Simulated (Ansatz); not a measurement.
Born–Oppenheimer molecular dynamics of BGeH₇Si (10 atoms, charge 0, multiplicity 1). It starts at the highest image of a converged band, a first-order saddle point between two minima.

Method: RKS PBE/def2-SVP in Ansatz.

```yaml
ensemble: NVE (velocity Verlet)
time_step: 0.5 fs
steps_asked: 200
starting_velocities_drawn_for: 100 K
seed: 6359
```

First frame:

```xyz
10
Properties=species:S:1:pos:R:3
B -1.896 0.784 -0.330
Ge 0.080 0.550 -0.542
Si 1.340 -1.255 0.388
H -2.467 0.138 0.525
H -2.441 1.720 -0.879
H -0.200 1.574 0.682
H 0.859 1.389 -1.590
H 2.698 -0.795 0.845
H 0.589 -1.831 1.557
H 1.522 -2.326 -0.653
```

(1) How far do the bonds stretch over the last three quarters of this one trajectory? (Pairs bonded in most of those frames.)

Answers

(1) 
```tsv
bond	mean (Å)	spread (Å)	shortest	longest
B1–Ge2	2.058	0.032	2.02	2.11
B1–H4	1.217	0.013	1.19	1.24
B1–H5	1.218	0.013	1.20	1.24
Ge2–Si3	2.404	0.013	2.38	2.43
Ge2–H6	1.572	0.014	1.56	1.60
Ge2–H7	1.559	0.030	1.51	1.61
Si3–H8	1.507	0.024	1.47	1.54
Si3–H9	1.506	0.006	1.50	1.52
Si3–H10	1.506	0.008	1.49	1.52
```

Mean temperature of the second half: 126 K. The conserved energy stayed within 0.037 meV per atom of its start (net change 0.018 meV per atom), so the integration is sound. A run of 0.1 ps of so small a system gives no equilibrium averages. The orbitals stay closed-shell, which can raise the energy where a bond breaks towards radicals; this wasn't checked here.

Time of the run: 3.8 min on 2 threads of Intel(R) Xeon(R) CPU @ 2.60GHz (Ice Lake), with other jobs on the host, peak memory 0.16 GiB.
